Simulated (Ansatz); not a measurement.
`CC[Si]Cl` + HBr → `Cl[Si]Br` + `CC` at 400 K and 1 bar (ligand exchange at the Si–C bond).

Program: Ansatz. Geometries: PBE0-D4/def2-TZVP. ΔE: electronic, gas phase. CCSD(T)/CBS adds triple-zeta CCSD(T) − MP2 to the extrapolated MP2 energy (def2 sets, frozen cores). This one scheme is used for every species. For Br outer-core shells are correlated without core-valence functions, which leaves a few kJ/mol of doubt a bond. Scalar relativity is left out up to krypton. One conformer a species, not always the lowest.

```tsv
species	CCSD(T)/CBS energy (Eh)	H − E (kJ/mol)	S (J/(mol·K))
`CC[Si]Cl`	-827.97738	200.6	362.9
HBr	-2573.91920	27.6	207.2
`Cl[Si]Br`	-3322.23177	24.9	315.2
`CC`	-79.71954	213.5	244.3
```

H − E and S are ideal-gas, rigid-rotor, harmonic terms from PBE0-D4/def2-TZVP, for one conformer and one mirror image of each species. 1 Eh = 2625.50 kJ/mol, R = 8.31446 J/(mol·K).

Q: By hand: ΔE, ΔH, ΔS and ΔG.

A: ΔE = (-3322.23177) + (-79.71954) − (-827.97738) − (-2573.91920) = -0.05473 Eh = -143.7 kJ/mol. Δ(H − E) = 24.9 + 213.5 − 200.6 − 27.6 = 10.2, so ΔH = -133.5 kJ/mol. ΔS = 315.2 + 244.3 − 362.9 − 207.2 = -10.6 J/(mol·K). ΔG = -133.5 − 400 × (-10.6)/1000 = -129.3 kJ/mol.

Q: By hand: the equilibrium constant, and the temperature at which ΔG would vanish if ΔH and ΔS stayed fixed.

A: log₁₀ K = −ΔG/(RT ln 10) = 16.9. ΔG = 0 at ΔH/ΔS = 12594 K, far beyond where these terms or the molecules hold.

The number of gas molecules stays the same, so ΔS is small and ΔH decides. A doubt of 5 kJ/mol in ΔE shifts log₁₀ K by 0.7 here. Other conformers and mirror images would add mixing entropy, several J/(mol·K) or more a flexible species. Modes under 60 cm⁻¹, often nearly free rotors, make the harmonic entropy too high. These are equilibria of isolated gas molecules and say nothing of rates. Largest T1 diagnostic: 0.012 (customary marks: 0.02 for closed shells, 0.045 for open ones).
